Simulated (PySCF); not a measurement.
C₂H₆Be, triplet, at a GFN2-xTB geometry (such geometries of metal compounds can be far from the true shape) (a higher spin typed on purpose: for a closed-shell molecule this is an excited state). Base run: M062X/6-31G* (PySCF).

Geometry (Å):
```xyz
9

Be    -0.5915     0.7090    -0.6334
C      1.1344     0.0072    -0.7354
H      1.2898    -0.9839    -0.3376
H      1.7682     0.7126    -0.2164
H      1.3600     0.0162    -1.7934
C     -0.9478    -0.2332     0.9365
H     -1.2431    -1.2332     0.6522
H     -1.7892     0.2892     1.3721
H     -0.1393    -0.2810     1.6500
```
Charge 0, spin multiplicity 3.
Orbitals are unrestricted.
All else is at PySCF's defaults.
Base energy -94.36204 Eh.

The base run was repeated with changes; each row names its change, and settings that it needs were set with it.

```
change                                     ΔE vs base (µEh)  grid points  electrons on the grid
-----------------------------------------  ----------------  -----------  ---------------------
base                                                    0.0       100808               22.00004
grids.radi_method = mura_knowles                       -3.1        96416               22.00004
grids.prune = off                                       0.5       158552               22.00004
grids.atom_grid = (75, 302)                            -2.9       130992               22.00004
grids.prune = dft.gen_grid.treutler_prune             -40.7        86624               22.00004
grids.level = 5                                         1.4       269312               22.00000
grids.prune = dft.gen_grid.sg1_prune                  -76.6        44752               22.00006
grids.radi_method = delley                             -4.5       108080               22.00004
grids.atom_grid = (150, 974)                            2.3       731544               22.00000
grids.atom_grid = (30, 110)                            -124        22176               22.00036
grids.atom_grid = (50, 194)                            -106        59488               22.00004
```

Open shells are given as the SCF converged; they aren't shown to be the lowest states, and a large step between rows can be another state.
